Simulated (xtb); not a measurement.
C6H17N2Si, doublet, at a GFN2-xTB geometry; GFN0-xTB with ALPB(methanol) run with xtb.

Input for xtb:
```
$ xtb mol.xyz --gfn 0 --uhf 1 --alpb methanol --json

# file mol.xyz
26

C      1.99887438    -0.61218076     1.37139300
N      1.48294444    -0.38219226     0.11488031
C      2.04995965    -1.19998637    -0.92944207
Si     0.02714990     0.54394975    -0.15100651
C      0.04820866     2.01963820     1.06406001
C      0.01045961     1.17919464    -1.94258698
N     -1.33611801    -0.51418323     0.04241076
C     -1.38637030    -1.45533507     1.13798841
C     -2.65189915    -0.18620246    -0.45382524
H      2.95664962    -1.09163137     1.44211142
H      1.66774144     0.02183304     2.16694541
H      3.14005493    -1.12252022    -0.91465306
H      1.68482833    -0.87041363    -1.89690331
H      1.78155481    -2.25226099    -0.79518138
H     -0.16149612     1.69578935     2.07906960
H     -0.71320111     2.74656154     0.79638251
H      1.00376421     2.53414806     1.07383447
H      0.98981603     1.53612881    -2.24233483
H     -0.67693505     2.01192047    -2.04285046
H     -0.29889907     0.41359588    -2.64592100
H     -1.95552556    -1.05887956     1.98759555
H     -1.86722027    -2.38135009     0.80943512
H     -0.37680172    -1.67954212     1.47205105
H     -2.56622130     0.48791792    -1.30014908
H     -3.16320212    -1.09726262    -0.77777079
H     -3.26818774     0.29452810     0.31586946
```

The log (banner, timings and long lists left out):

```
   ID    Z sym.   atoms
    1    6 C      1, 3, 5, 6, 8, 9
    2    7 N      2, 7
    3   14 Si     4
    4    1 H      10-26

           -------------------------------------------------
          |                Calculation Setup                |
           -------------------------------------------------

           -------------------------------------------------
          |                 G F N 0 - x T B                 |
           -------------------------------------------------

      * Solvation model:               ALPB
        Solvent                        methanol
        Parameter file                 internal GFN-FF/ALPB
        Dielectric constant                3.2700E+01
        Reference state                gsolv [1 M gas/solution]
        Free energy shift                  3.4169E-03 Eh       2.1442E+00 kcal/mol
        Temperature                        2.9815E+02 K
        Density                            7.9200E-01 kg/L
        Solvent mass                       3.2040E+01 g/mol
        Interaction kernel             P16
        Born radius scaling (c1)           1.7339E+00
        Born radii integrator          GBOBC
        Born offset                        0.0000E+00 a0       0.0000E+00 AA
        H-bond correction              true
        Ion screening                  false
        Surface tension                    1.0000E-05 Eh       1.5569E+01 dyn/cm
        Grid points                               230 per atom

          ...................................................
          :                      SETUP                      :
          :.................................................:
          :  # basis functions                  76          :
          :  # atomic orbitals                  75          :
          :  # shells                           53          :
          :  # electrons                        55          :
          :  electronic temp.          300.0000000     K    :
          :  accuracy                    1.0000000          :
          :  -> integral cutoff          0.2500000E+02      :
          :  -> integral neglect         0.1000000E-07      :
          ...................................................

         :::::::::::::::::::::::::::::::::::::::::::::::::::::
         ::                     SUMMARY                     ::
         :::::::::::::::::::::::::::::::::::::::::::::::::::::
         :: total energy             -29.823401710578 Eh    ::
[...]
     #   Z sym  total        # sym  WBO       # sym  WBO       # sym  WBO
 ---------------------------------------------------------------------------
     1   6 C    3.423 --     2 N    1.362    10 H    0.984    11 H    0.983
     2   7 N    3.244 --     1 C    1.362     3 C    0.978     4 Si   0.852
     3   6 C    3.945 --     2 N    0.978    12 H    0.976    13 H    0.976
                            14 H    0.974
     4  14 Si   3.925 --     6 C    0.958     5 C    0.952     7 N    0.906
                             2 N    0.852
     5   6 C    3.901 --    17 H    0.965    15 H    0.962    16 H    0.962
                             4 Si   0.952
     6   6 C    3.902 --    20 H    0.964    18 H    0.962    19 H    0.962
                             4 Si   0.958
     7   7 N    2.948 --     8 C    0.980     9 C    0.979     4 Si   0.906
     8   6 C    3.947 --     7 N    0.980    22 H    0.979    21 H    0.979
                            23 H    0.974
     9   6 C    3.946 --     7 N    0.979    25 H    0.979    26 H    0.978
                            24 H    0.977
    10   1 H    0.987 --     1 C    0.984
    11   1 H    0.988 --     1 C    0.983
    12   1 H    0.984 --     3 C    0.976
    13   1 H    0.980 --     3 C    0.976
    14   1 H    0.986 --     3 C    0.974
    15   1 H    0.984 --     5 C    0.962
    16   1 H    0.985 --     5 C    0.962
    17   1 H    0.984 --     5 C    0.965
    18   1 H    0.984 --     6 C    0.962
    19   1 H    0.984 --     6 C    0.962
    20   1 H    0.982 --     6 C    0.964
    21   1 H    0.983 --     8 C    0.979
    22   1 H    0.986 --     8 C    0.979
    23   1 H    0.991 --     8 C    0.974
    24   1 H    0.982 --     9 C    0.977
    25   1 H    0.986 --     9 C    0.979
    26   1 H    0.983 --     9 C    0.978
 ---------------------------------------------------------------------------

Topologies differ in total number of bonds
Writing topology from bond orders to xtbtopo.mol

 dipole moment from electron density (au)
     X       Y       Z
  -0.4079   0.2724  -0.5540  total (Debye):    1.881

           -------------------------------------------------
          | TOTAL ENERGY              -29.823401710578 Eh   |
          | GRADIENT NORM               0.031364706405 Eh/α |
          | HOMO-LUMO GAP               3.451508266218 eV   |
           -------------------------------------------------

normal termination of xtb
```
